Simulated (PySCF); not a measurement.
Compound: C₅H₇Cl₃Si.
Atom-mapped SMILES: `[Cl:1][C:2]([Cl:3])([Cl:4])[C@H:5]1[CH:6]=[CH:7][CH2:8][SiH2:9]1` (hydrogens: H10 on C5; H11 on C6; H12 on C7; H13, H14 on C8; H15, H16 on Si9)

The same species was optimised twice, with GFN2-xTB and with PBE0-D3(BJ)/def2-SVP (PySCF), and the same property calculations (PySCF, gas phase) were run on both structures.

```json
{"coordinate": "C6=C7 (Å)", "GFN2-xTB": "1.321", "PBE0-D3(BJ)/def2-SVP": "1.340", "change": "+0.019"}
{"coordinate": "C2–C5 (Å)", "GFN2-xTB": "1.502", "PBE0-D3(BJ)/def2-SVP": "1.519", "change": "+0.017"}
{"coordinate": "Cl1–C2 (Å)", "GFN2-xTB": "1.773", "PBE0-D3(BJ)/def2-SVP": "1.784", "change": "+0.011"}
{"coordinate": "C8–Si9 (Å)", "GFN2-xTB": "1.906", "PBE0-D3(BJ)/def2-SVP": "1.896", "change": "-0.010"}
{"coordinate": "C7–C8 (Å)", "GFN2-xTB": "1.498", "PBE0-D3(BJ)/def2-SVP": "1.504", "change": "+0.006"}
{"coordinate": "C2–Cl4 (Å)", "GFN2-xTB": "1.781", "PBE0-D3(BJ)/def2-SVP": "1.785", "change": "+0.004"}
{"coordinate": "C5–C6 (Å)", "GFN2-xTB": "1.504", "PBE0-D3(BJ)/def2-SVP": "1.508", "change": "+0.004"}
{"coordinate": "C5–Si9 (Å)", "GFN2-xTB": "1.927", "PBE0-D3(BJ)/def2-SVP": "1.927", "change": "0.000"}
{"coordinate": "C2–Cl3 (Å)", "GFN2-xTB": "1.791", "PBE0-D3(BJ)/def2-SVP": "1.790", "change": "-0.001"}
{"coordinate": "C2–C5–C6 (°)", "GFN2-xTB": "110.7", "PBE0-D3(BJ)/def2-SVP": "113.7", "change": "+3.0"}
{"coordinate": "C2–C5–Si9 (°)", "GFN2-xTB": "111.9", "PBE0-D3(BJ)/def2-SVP": "114.6", "change": "+2.7"}
{"coordinate": "C5–Si9–C8 (°)", "GFN2-xTB": "92.9", "PBE0-D3(BJ)/def2-SVP": "95.4", "change": "+2.5"}
{"coordinate": "C6–C5–Si9 (°)", "GFN2-xTB": "104.1", "PBE0-D3(BJ)/def2-SVP": "102.0", "change": "-2.1"}
{"coordinate": "C7–C8–Si9 (°)", "GFN2-xTB": "104.6", "PBE0-D3(BJ)/def2-SVP": "102.5", "change": "-2.1"}
{"coordinate": "Cl3–C2–C5 (°)", "GFN2-xTB": "112.6", "PBE0-D3(BJ)/def2-SVP": "111.1", "change": "-1.5"}
{"coordinate": "Cl4–C2–C5 (°)", "GFN2-xTB": "110.5", "PBE0-D3(BJ)/def2-SVP": "109.6", "change": "-0.9"}
{"coordinate": "Cl1–C2–Cl4 (°)", "GFN2-xTB": "108.2", "PBE0-D3(BJ)/def2-SVP": "109.1", "change": "+0.9"}
{"coordinate": "Cl1–C2–C5–C6 (°)", "GFN2-xTB": "-60", "PBE0-D3(BJ)/def2-SVP": "-61", "change": "-1"}
```

Rotational constants: A = 1299, B = 727.1, C = 622.9 MHz (GFN2-xTB) against A = 1281, B = 698.6, C = 606.9 MHz (PBE0-D3(BJ)/def2-SVP). Point groups within 0.08 Å: C1 and C1.

On the GFN2-xTB structure: HOMO (eV) -7.65 [PBE0/pcSseg-1]; LUMO (eV) -0.77 [PBE0/pcSseg-1]; dipole (D) 2.50 [PBE0/pcSseg-1]; GIAO shielding of Cl1/Cl3/Cl4 (mean) (ppm) 469.3 [PBE0/pcSseg-1]; GIAO shielding of C2 (ppm) 60.6 [PBE0/pcSseg-1]; GIAO shielding of C5 (ppm) 124.2 [PBE0/pcSseg-1]; GIAO shielding of C6 (ppm) 47.7 [PBE0/pcSseg-1]; GIAO shielding of C7 (ppm) 40.6 [PBE0/pcSseg-1]; GIAO shielding of C8 (ppm) 169.6 [PBE0/pcSseg-1]; GIAO shielding of Si9 (ppm) 375.4 [PBE0/pcSseg-1].

Q: What do these properties become on the PBE0-D3(BJ)/def2-SVP structure?

A: 
| property | level | on GFN2-xTB | on PBE0-D3(BJ)/def2-SVP | change |
| --- | --- | --- | --- | --- |
| HOMO (eV) | PBE0/pcSseg-1 | -7.65 | -7.67 | -0.02 |
| LUMO (eV) | PBE0/pcSseg-1 | -0.77 | -0.89 | -0.12 |
| dipole (D) | PBE0/pcSseg-1 | 2.50 | 2.46 | -0.04 |
| energy, GFN2-xTB geometry as zero (kcal/mol) | PBE0/pcSseg-1 | 0.0 | -2.2 | -2.2 |
| GIAO shielding of Cl1/Cl3/Cl4 (mean) (ppm) | PBE0/pcSseg-1 | 469.3 | 464.7 | -4.6 |
| GIAO shielding of C2 (ppm) | PBE0/pcSseg-1 | 60.6 | 58.2 | -2.4 |
| GIAO shielding of C5 (ppm) | PBE0/pcSseg-1 | 124.2 | 123.3 | -0.9 |
| GIAO shielding of C6 (ppm) | PBE0/pcSseg-1 | 47.7 | 44.2 | -3.5 |
| GIAO shielding of C7 (ppm) | PBE0/pcSseg-1 | 40.6 | 36.6 | -4.0 |
| GIAO shielding of C8 (ppm) | PBE0/pcSseg-1 | 169.6 | 169.5 | -0.1 |
| GIAO shielding of Si9 (ppm) | PBE0/pcSseg-1 | 375.4 | 373.1 | -2.3 |

The heavy atoms differ by 0.059 Å rms after alignment. Among bonds between heavy atoms C6=C7 changes most (+0.019 Å). Changes are differences of the printed values. Neither structure is proved a minimum here.
